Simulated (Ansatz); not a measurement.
Species: sum formula SiOBr$_{3}$ (charge -1, singlet). It need not be the lowest isomer of its formula. Whether it binds its extra electron was not tested at this geometry. 
Geometry from a B3LYP-D3(BJ)/def2-TZVP (Ansatz, a quantum-chemistry and plane-wave program) optimisation:
```xyz
5

Si    -0.5854     0.0498    -0.4483
Br    -0.7146    -1.5426     1.2089
Br    -0.0601     1.9486     0.7424
Br     1.4195    -0.4608    -1.4575
O     -1.7963     0.1529    -1.3757
```
Charge -1, spin multiplicity 1.

Parts of the frozen-core correlation energy in STO-3G (Ansatz, hartree). Frozen orbitals: 48; correlated occupied orbitals by spin: 16 and 16; virtual: 4 and 4. No spin-orbit coupling. No relativistic terms.

| term | value |
|---|---|
| reference (HF) | -7993.48579 |
| MP2 opposite-spin | ? |
| MP2 same-spin | ? |
| CCSD correlation | ? |
| (T) | -0.01112 |
| FCI minus CCSD(T) | 0.00006 |
| T1 diagnostic | 0.018 |
| largest doubles amplitude | 0.059 |

Task: Complete the blanks.

Result: 
- MP2 opposite-spin, value: -0.07854
- MP2 same-spin, value: -0.02480
- CCSD correlation, value: -0.11017
